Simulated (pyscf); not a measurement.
This saddle point was located with ωB97X-D3(BJ)/def2-SVP in PySCF.

```xyz
7

Ge    -1.9178    -1.0503     0.8598
Cl    -0.2812     1.2454     1.0082
H     -0.9139    -1.9091    -0.0385
H     -2.8149    -0.5362    -0.3581
Ge    -0.4822     0.4869    -1.0860
H     -1.0567     1.6944    -1.8655
H      0.9774     0.2231    -1.5283
```
Charge 0, spin multiplicity 2.

Surface: doublet, charge 0. Lowest wavenumbers (cm⁻¹): 225i, 100, 158, 228, 371.

Q: Name the species on either side of this saddle.

A: GeH₂ [singlet] + Cl–GeH₂• ⇌ Cl–GeH₂–GeH₂•, an addition read from left to right: none broken and Ge–Ge formed. At ωB97M-D3(BJ)/def2-TZVP it lies -0.35 eV from the left side and +1.62 eV from the right (each side as separated species at their lowest minima found). On the reactant side the descent ends in an adduct with a Cl–Ge contact, 0.80 eV under the separated species and 0.22 eV under the saddle at ωB97X-D3(BJ)/def2-TZVP. At ωB97M-D3(BJ) the saddle lies under the separated reactants, which points to a path from their complex (located at ωB97X-D3(BJ) alone). At ωB97X-D3(BJ)/def2-TZVP the barrier from the zero used here is -0.57 eV. One saddle was located; it need not be the lowest between these sides. Elements up to Kr have no core potential and no relativistic terms here.
